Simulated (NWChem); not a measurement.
System: SF, doublet; SMILES F[S]

```xyz
2

S      0.0000     0.0000    -0.5878
F      0.0000     0.0000     1.0432
```
Atoms are numbered in this order, from 1.

Computed with NWChem. Spin-unrestricted. The state is orbitally degenerate and is run as one real component. Coordinates come from a PBE-D3(BJ)/def2-SVP, spin-unrestricted optimisation. No stability test was run on the SCF state. Level: M06-2X/def2-SVP with SMD (1 M gas to 1 M solution), gas-phase geometry. Reactions with the solvent are ignored.

Estimate the computed values for solvent 1,4-dioxane. Quantities: solvation free energy (kcal/mol); cavity-dispersion-structure term (kcal/mol); dipole in solution (D).


| Item | Value |
|---|---|
| solvation free energy (kcal/mol) | -1.6 |
| cavity-dispersion-structure term (kcal/mol) | -1.0 |
| dipole in solution (D) | 1.38 |
